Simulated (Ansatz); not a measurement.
`[CH3][Sn]([F])([F])[SiH3]` + HCl → `[F][Sn]([F])([SiH3])[Cl]` + CH₄  (ligand exchange at the Sn–C bond)

Gas-phase electronic energies from Ansatz, PBE0-D4/def2-TZVP geometries. CBS: MP2 limit from def2 TZ/QZ plus the TZ coupled-cluster correction, frozen cores. This one scheme is used for every species. Functionals use def2-TZVPP. B3LYP here is the variant with VWN-RPA as its local correlation; programs differ in this. def2 core potentials past Kr. For Sn outer-core shells are correlated without core-valence functions, which leaves a few kJ/mol of doubt a bond.

```tsv
level	ΔE (kJ/mol)
B3LYP-D4	-107.6
PBE	-102.5
PBE0	-103.3
MP2/def2-TZVPP	-97.7
CCSD(T)/def2-TZVPP	-95.1
HF/def2-QZVPP	-120.4
MP2/def2-QZVPP	-101.4
MP2/CBS(def2)	-103.0
```

Problem. What does CCSD(T)/CBS give? (Best estimate.)

Solution. Ansatz gave: -100.3 kJ/mol. The listed levels differ from it by -7.3, -2.2, -3.0, 2.6, 5.2, -20.1, -1.1, -2.7 kJ/mol.

Largest T1 diagnostic among the species: 0.014.

In def2-TZVPP, CCSD(T) changes the Hartree–Fock value by +23.4 kJ/mol (the triples alone add +0.8 kJ/mol) and MP2 by +20.8 kJ/mol.
